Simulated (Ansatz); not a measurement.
Geometry optimisation, Ansatz 0.2.0, RKS B3LYP/def2-SVP.

Input:

```yaml
crystal:
  periodic: [false, false, false]
  atoms:
    - { symbol: Sn, position_ang: [-0.535875, -0.092027, -0.47821] }
    - { symbol: H, position_ang: [0.049659, 0.339667, 2.380105] }
    - { symbol: H, position_ang: [0.929611, -0.289699, 0.387115] }
    - { symbol: H, position_ang: [-0.585141, 1.467043, -1.199828] }
    - { symbol: H, position_ang: [-0.68907, -1.308572, -1.681149] }
    - { symbol: S, position_ang: [-2.39966, -0.355831, 1.079289] }
    - { symbol: H, position_ang: [-3.261153, -0.750239, 0.110312] }
    - { symbol: H, position_ang: [-0.49397, 0.116858, 2.791367] }
basis:
  gaussian: { orbitals: def2-SVP }
hamiltonian:
  xc: b3lyp
relax:
  f_tol: 0.03
  max_steps: 50
```

Command:

```bash
$ ansatz run input.yaml --threads 1 --pin off --max-ram 2048MiB --backend cpu --events-out ev --progress --plain --runs-dir out
```

**Question.** Where does it end, and by what steps?

**Answer.** The forces met the threshold. The force dipped under the threshold on the way, but the program's further checks kept it going. After 42 steps the energy has fallen by 0.217 eV; H2 moved furthest, 1.88 Å.

```tsv
step	energy less start (eV)	largest force component (eV/Å)	accepted
0	0.0000	1.382	yes
2	-0.1445	0.066	yes
4	-0.1722	0.059	yes
6	-0.1791	0.147	yes
8	-0.1869	0.036	yes
10	-0.1445	0.949	no
12	-0.1904	0.309	no
14	-0.1965	0.097	yes
16	-0.1977	0.068	yes
18	-0.2001	0.055	yes
20	-0.2020	0.146	yes
22	-0.2043	0.084	yes
24	-0.2058	0.024	yes
26	-0.2078	0.070	yes
28	-0.2089	0.111	yes
30	-0.2114	0.131	yes
32	-0.2129	0.063	yes
34	-0.2144	0.097	yes
36	-0.2155	0.093	yes
38	-0.2162	0.076	yes
40	-0.2167	0.075	yes
42	-0.2173	0.029	yes
```

```xyz
8
Properties=species:S:1:pos:R:3
Sn -0.489 -0.363 -1.079
H -0.638 1.086 3.966
H 1.048 -1.122 -1.025
H -0.345 1.349 -0.998
H -1.357 -0.824 -2.491
S -1.651 -1.196 0.917
H -2.751 -0.430 0.720
H -0.803 0.628 3.378
```

Whether the end is a true minimum wasn't checked by a vibrational analysis.

Time of the run: 82 s on 1 thread of Intel(R) Xeon(R) 6975P-C (Granite Rapids) (shared host), peak memory 0.16 GiB.
